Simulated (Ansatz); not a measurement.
`C[SiH2][NH][ZnH]` + CH₃OH → `C[O][ZnH]` + `C[SiH2]N`  (ligand exchange at a Zn–N bond)

Computed with Ansatz on PBE0-D4/def2-TZVP structures; ΔE is electronic, products minus reactants. CCSD(T)/CBS is the MP2 limit (def2-TZVPP, def2-QZVPP) plus CCSD(T) − MP2 in def2-TZVPP, frozen cores. This one scheme is used for every species. DFT in def2-TZVPP. HSE06 is defined as in plane-wave codes. For Zn outer-core shells are correlated without core-valence functions, which leaves a few kJ/mol of doubt a bond. Scalar relativity is left out up to krypton. Each species was taken in one conformer, which may not be the lowest.

Is it downhill or uphill in electronic energy at CCSD(T)/CBS, and by how much? (An estimate is asked.)

Computed: Nearly level: ΔE = +0.4 kcal/mol.

What do these levels give: revPBE-D4, HSE06-D4, CAM-B3LYP, CCSD/def2-SVP, MP2/def2-TZVPP, HF/def2-QZVPP? (Estimate.)

Computed: revPBE-D4 0.0, HSE06-D4 0.3, CAM-B3LYP -1.9, CCSD/def2-SVP -0.3, MP2/def2-TZVPP 1.1, HF/def2-QZVPP -2.1 kcal/mol.

Largest T1 diagnostic among the species: 0.017.

In def2-TZVPP, CCSD(T) changes the Hartree–Fock value by +2.5 kcal/mol (the triples alone add +0.4 kcal/mol) and MP2 by +2.8 kcal/mol. The D4 term adds +1.3 kcal/mol with B3LYP and +0.7 kcal/mol with PBE0; it sums over pairs of atoms, weighted by their polarisabilities, and B3LYP, whose exchange is more repulsive, gets the larger term. Leaving LDA and LC-ωPBE aside and taking each functional with its dispersion term where it has one, the values, not all of them listed here, spread over 1.8 kcal/mol, from BLYP-D4 to PBE-QIDH. LDA lies +1.0 kcal/mol from PBE without D4.

B3LYP here is the variant with VWN-RPA as its local correlation; programs differ in this.
